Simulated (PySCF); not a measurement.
Record of a relaxation.

Species: SnMe3(nBu), C7H18Sn.
Bonds: Sn1–C2, Sn1–C6, Sn1–C10, Sn1–C14, C14–C15, C15–C16, C16–C17. Hydrogens: H3, H4, H5 on C2; H7, H8, H9 on C6; H11, H12, H13 on C10; H18, H19 on C14; H20, H21 on C15; H22, H23 on C16; H24, H25, H26 on C17.

Computed by this run: PBE0-D3(BJ)/def2-SVP geometry optimisation, gas phase, def2 core potentials past Kr in PySCF 2.14.0; density fitting, grid level 1; the optimiser is geomeTRIC in internal coordinates, started from a GFN2-xTB structure with every atom displaced at random (about 0.03 Å). 7 of its 8 geometries are shown. The frame can shift and turn from step to step; on so coarse a grid that alone can change the energy by a few meV, and forces under 0.02 eV/Å are noise.

Step 0: E = -13369.6815 eV, largest atomic force 3.550 eV/Å
```
atom  x, y, z in Å  |  force x, y, z in eV/Å
Sn1     0.813    0.936    0.963   -1.708   1.398  -0.164
C2      0.706    0.953    3.143    0.662   1.314  -0.014
H3     -0.357    0.967    3.492    0.728   0.160  -0.137
H4      1.337    1.839    3.538   -1.212  -1.129  -0.479
H5      1.207    0.054    3.486    0.088  -0.529   0.362
C6      2.825    1.073    0.245    0.406  -0.248   0.242
H7      3.429    1.792    0.810   -0.184   0.295   0.177
H8      2.928    1.331   -0.816   -0.194  -0.138  -0.102
H9      3.301    0.107    0.449    0.121  -0.243  -0.266
C10    -0.271    2.828    0.283   -0.826  -0.847   0.616
H11    -0.244    2.896   -0.802    0.260  -0.015  -0.544
H12     0.230    3.716    0.694   -0.064  -0.003   0.093
H13    -1.389    2.860    0.526    1.357  -0.169   0.111
C14    -0.322   -0.775    0.184    2.900   0.174  -1.220
C15    -0.293   -0.898   -1.351   -1.355   3.050   0.796
C16    -0.907   -2.123   -1.842   -0.815  -1.496  -3.115
C17    -2.398   -2.217   -1.611   -0.290  -0.895  -0.109
H18     0.198   -1.644    0.593    0.136  -0.447   0.295
H19    -1.297   -0.803    0.552   -2.088   0.212   0.884
H20    -0.902    0.003   -1.752    0.950  -1.046   0.268
H21     0.697   -0.807   -1.752    1.093   0.239  -0.219
H22    -0.705   -2.295   -2.968   -0.269   0.683   1.188
H23    -0.384   -2.979   -1.456    0.287  -0.907   0.825
H24    -2.827   -3.147   -2.067    0.240   0.519   0.200
H25    -2.569   -2.308   -0.528   -0.404   0.248   0.017
H26    -2.946   -1.353   -2.042    0.183  -0.182   0.297
```

Step 1: E = -13370.3107 eV, largest atomic force 0.727 eV/Å
```
atom  x, y, z in Å  |  force x, y, z in eV/Å
Sn1     0.774    0.974    0.958   -0.091   0.018   0.235
C2      0.715    0.989    3.110    0.420  -0.323  -0.141
H3     -0.321    1.024    3.462   -0.092   0.040   0.086
H4      1.278    1.853    3.482   -0.057   0.178   0.100
H5      1.209    0.084    3.500   -0.128   0.014   0.056
C6      2.796    1.071    0.231    0.268  -0.240   0.227
H7      3.368    1.830    0.788   -0.099   0.037  -0.027
H8      2.850    1.310   -0.839   -0.076  -0.024  -0.037
H9      3.293    0.103    0.409    0.003   0.048  -0.118
C10    -0.232    2.716    0.297   -0.202   0.416  -0.428
H11    -0.195    2.770   -0.804    0.040   0.083   0.080
H12     0.257    3.610    0.711   -0.071   0.056  -0.038
H13    -1.292    2.714    0.585   -0.017   0.009   0.117
C14    -0.290   -0.736    0.211    0.414  -0.406  -0.272
C15    -0.287   -0.835   -1.320   -0.273   0.312   0.412
C16    -0.917   -2.109   -1.861    0.103  -0.542  -0.475
C17    -2.419   -2.251   -1.641    0.148  -0.042   0.080
H18     0.224   -1.617    0.640   -0.162  -0.014  -0.012
H19    -1.313   -0.729    0.614   -0.051   0.036   0.064
H20    -0.837    0.039   -1.720    0.042  -0.064  -0.101
H21     0.744   -0.730   -1.696    0.032  -0.120  -0.043
H22    -0.702   -2.196   -2.945   -0.111   0.206   0.080
H23    -0.403   -2.996   -1.442   -0.002   0.130   0.173
H24    -2.814   -3.152   -2.133    0.047  -0.002  -0.053
H25    -2.672   -2.346   -0.574   -0.003   0.124   0.004
H26    -2.957   -1.385   -2.054   -0.086   0.070   0.030
```

Step 2: E = -13370.3628 eV, largest atomic force 0.464 eV/Å
```
atom  x, y, z in Å  |  force x, y, z in eV/Å
Sn1     0.769    0.980    0.964   -0.316   0.336  -0.052
C2      0.735    0.975    3.125    0.163  -0.223  -0.126
H3     -0.301    1.013    3.484   -0.089   0.013   0.051
H4      1.281    1.843    3.507    0.037   0.162   0.071
H5      1.217    0.068    3.523   -0.066   0.034  -0.035
C6      2.801    1.045    0.244    0.082  -0.095   0.098
H7      3.362    1.816    0.793   -0.027   0.005  -0.040
H8      2.836    1.281   -0.829   -0.028   0.006  -0.009
H9      3.303    0.079    0.408   -0.033   0.030  -0.023
C10    -0.263    2.778    0.272    0.258  -0.207  -0.099
H11    -0.225    2.841   -0.828    0.020  -0.024   0.072
H12     0.214    3.679    0.685    0.019  -0.009   0.023
H13    -1.316    2.770    0.577   -0.123  -0.039   0.082
C14    -0.273   -0.764    0.206    0.037  -0.076  -0.055
C15    -0.281   -0.849   -1.321    0.071  -0.050   0.169
C16    -0.913   -2.124   -1.879    0.082  -0.194   0.122
C17    -2.410   -2.247   -1.637    0.045   0.006   0.034
H18     0.225   -1.654    0.634   -0.064   0.053  -0.009
H19    -1.302   -0.748    0.612    0.134   0.007  -0.024
H20    -0.819    0.020   -1.732   -0.056   0.112  -0.081
H21     0.754   -0.762   -1.702   -0.059  -0.065   0.013
H22    -0.714   -2.182   -2.960   -0.021   0.068  -0.127
H23    -0.399   -3.007   -1.448   -0.035   0.134  -0.008
H24    -2.818   -3.142   -2.127   -0.035  -0.045  -0.028
H25    -2.654   -2.328   -0.565    0.032   0.033  -0.004
H26    -2.950   -1.374   -2.035   -0.030   0.028  -0.017
```

Step 4: E = -13370.3779 eV, largest atomic force 0.031 eV/Å
```
atom  x, y, z in Å  |  force x, y, z in eV/Å
Sn1     0.750    0.990    0.965    0.005   0.012   0.024
C2      0.733    0.978    3.122   -0.016   0.015   0.009
H3     -0.302    1.015    3.493    0.010  -0.004   0.002
H4      1.273    1.854    3.511    0.001  -0.007   0.000
H5      1.212    0.069    3.514    0.008  -0.007  -0.007
C6      2.785    1.027    0.249   -0.014   0.003   0.004
H7      3.352    1.806    0.779    0.014   0.002  -0.012
H8      2.808    1.250   -0.828    0.003  -0.003  -0.002
H9      3.279    0.060    0.417   -0.004  -0.007   0.010
C10    -0.267    2.759    0.263   -0.004   0.012   0.003
H11    -0.229    2.814   -0.834   -0.008  -0.004  -0.007
H12     0.208    3.662    0.674   -0.001  -0.002   0.000
H13    -1.321    2.745    0.578    0.004   0.004  -0.007
C14    -0.263   -0.764    0.203   -0.019   0.010  -0.008
C15    -0.270   -0.843   -1.320   -0.008  -0.004  -0.020
C16    -0.905   -2.113   -1.888   -0.014   0.019   0.013
C17    -2.399   -2.235   -1.626   -0.002   0.003   0.003
H18     0.228   -1.653    0.635    0.013  -0.002   0.004
H19    -1.288   -0.747    0.608   -0.003  -0.012  -0.002
H20    -0.800    0.034   -1.736    0.018  -0.002  -0.002
H21     0.764   -0.770   -1.700    0.004  -0.010   0.010
H22    -0.721   -2.147   -2.976   -0.006   0.006   0.006
H23    -0.384   -2.990   -1.464    0.011  -0.015  -0.025
H24    -2.822   -3.129   -2.108    0.007   0.001   0.010
H25    -2.620   -2.307   -0.550   -0.002   0.001   0.002
H26    -2.943   -1.358   -2.015    0.003  -0.007  -0.009
```

Step 5: E = -13370.3794 eV, largest atomic force 0.039 eV/Å
```
atom  x, y, z in Å  |  force x, y, z in eV/Å
Sn1     0.742    0.996    0.969    0.031  -0.016   0.014
C2      0.733    0.980    3.126   -0.036   0.008   0.010
H3     -0.300    1.016    3.504    0.004  -0.006  -0.004
H4      1.274    1.854    3.517    0.014  -0.001  -0.001
H5      1.214    0.069    3.510    0.013  -0.005   0.000
C6      2.778    1.018    0.253   -0.013   0.017  -0.011
H7      3.356    1.798    0.770    0.003  -0.002   0.000
H8      2.800    1.229   -0.827    0.004  -0.010   0.000
H9      3.263    0.048    0.430    0.003  -0.005   0.008
C10    -0.273    2.760    0.259   -0.016   0.018   0.011
H11    -0.236    2.809   -0.839    0.001   0.000  -0.009
H12     0.202    3.664    0.666   -0.001   0.002  -0.008
H13    -1.327    2.747    0.574    0.000   0.004  -0.003
C14    -0.262   -0.762    0.204    0.000   0.010  -0.001
C15    -0.264   -0.840   -1.320   -0.027  -0.002  -0.010
C16    -0.902   -2.107   -1.893   -0.018   0.034  -0.011
C17    -2.394   -2.233   -1.622    0.010   0.009   0.010
H18     0.230   -1.650    0.638    0.016  -0.002   0.001
H19    -1.288   -0.749    0.605   -0.029  -0.010   0.003
H20    -0.787    0.041   -1.736    0.012  -0.008  -0.006
H21     0.772   -0.772   -1.696    0.015  -0.007   0.005
H22    -0.727   -2.130   -2.983   -0.005   0.000   0.011
H23    -0.377   -2.987   -1.482    0.017  -0.027  -0.008
H24    -2.819   -3.128   -2.102    0.013  -0.004   0.002
H25    -2.608   -2.307   -0.545   -0.005   0.004  -0.001
H26    -2.943   -1.358   -2.008   -0.004  -0.001  -0.002
```

Step 6: E = -13370.3804 eV, largest atomic force 0.027 eV/Å
```
atom  x, y, z in Å  |  force x, y, z in eV/Å
Sn1     0.736    0.999    0.973    0.026  -0.002  -0.001
C2      0.732    0.981    3.130   -0.026  -0.001   0.009
H3     -0.298    1.014    3.514    0.001  -0.004  -0.005
H4      1.276    1.853    3.521    0.011   0.001  -0.002
H5      1.216    0.068    3.506    0.008   0.001   0.004
C6      2.771    1.009    0.255   -0.003   0.013  -0.015
H7      3.357    1.790    0.761   -0.005  -0.001   0.006
H8      2.793    1.207   -0.827    0.002  -0.011   0.001
H9      3.249    0.037    0.443    0.005   0.000   0.005
C10    -0.279    2.762    0.255   -0.012   0.005   0.013
H11    -0.244    2.804   -0.844    0.006   0.001  -0.005
H12     0.197    3.669    0.656    0.001   0.004  -0.009
H13    -1.333    2.753    0.570    0.001   0.002   0.002
C14    -0.263   -0.760    0.205   -0.004   0.000   0.003
C15    -0.257   -0.837   -1.319   -0.019   0.000   0.001
C16    -0.899   -2.099   -1.897   -0.006   0.017  -0.015
C17    -2.389   -2.231   -1.619    0.009   0.002   0.005
H18     0.231   -1.646    0.640    0.008   0.000  -0.003
H19    -1.291   -0.753    0.601   -0.021  -0.006   0.001
H20    -0.774    0.047   -1.737    0.006  -0.005  -0.005
H21     0.781   -0.774   -1.689    0.010  -0.004   0.001
H22    -0.730   -2.113   -2.988   -0.004   0.000   0.006
H23    -0.369   -2.983   -1.500    0.008  -0.014   0.001
H24    -2.811   -3.128   -2.096    0.007  -0.002  -0.001
H25    -2.598   -2.305   -0.540   -0.004   0.005  -0.001
H26    -2.942   -1.358   -2.003   -0.004   0.001   0.001
```

Step 7: E = -13370.3807 eV, largest atomic force under 0.02 eV/Å
```
atom  x, y, z in Å  |  force x, y, z in eV/Å
Sn1     0.733    1.001    0.975    0.009  -0.007  -0.005
C2      0.731    0.982    3.132   -0.007  -0.008   0.000
H3     -0.298    1.013    3.518   -0.002  -0.001  -0.003
H4      1.277    1.853    3.523    0.004   0.003  -0.001
H5      1.217    0.068    3.506    0.002   0.002   0.003
C6      2.768    1.007    0.256    0.001   0.002  -0.009
H7      3.355    1.790    0.758   -0.006   0.002   0.003
H8      2.791    1.197   -0.827    0.000  -0.006   0.000
H9      3.245    0.035    0.450    0.004   0.003   0.004
C10    -0.281    2.764    0.254   -0.004   0.002   0.007
H11    -0.246    2.802   -0.844    0.003   0.000  -0.001
H12     0.196    3.671    0.651    0.001   0.002  -0.005
H13    -1.335    2.756    0.570    0.000   0.001   0.003
C14    -0.265   -0.760    0.205   -0.005   0.004   0.004
C15    -0.255   -0.836   -1.319   -0.004   0.002   0.004
C16    -0.898   -2.097   -1.900    0.002   0.000  -0.006
C17    -2.386   -2.230   -1.619    0.003  -0.002   0.001
H18     0.231   -1.645    0.640    0.003   0.001  -0.002
H19    -1.295   -0.755    0.599   -0.004  -0.001   0.000
H20    -0.768    0.049   -1.739    0.002   0.000  -0.003
H21     0.785   -0.776   -1.685    0.003  -0.002   0.000
H22    -0.732   -2.107   -2.991   -0.002   0.002   0.001
H23    -0.366   -2.982   -1.507    0.001  -0.002   0.002
H24    -2.807   -3.129   -2.095    0.002  -0.001  -0.001
H25    -2.595   -2.305   -0.540   -0.001   0.003   0.000
H26    -2.943   -1.360   -2.003   -0.002   0.001   0.001
```

**Question.** Summarise the path.

**Answer.** The energy falls by 0.6992 eV from step 0 to step 7; nine tenths of that is first reached at step 2. It falls at every step. The largest force goes from 3.550 to under 0.02 eV/Å. Among the bonds Sn1–C10 changes most, from 2.284 to 2.158 Å; the atoms move by 0.092 Å rms after alignment.

What follows is the cost of the whole optimisation. Hardware: Intel Xeon at 2.50 GHz, one thread, on a shared host. Cost: 10 min wall, 1.1 GiB resident at most.
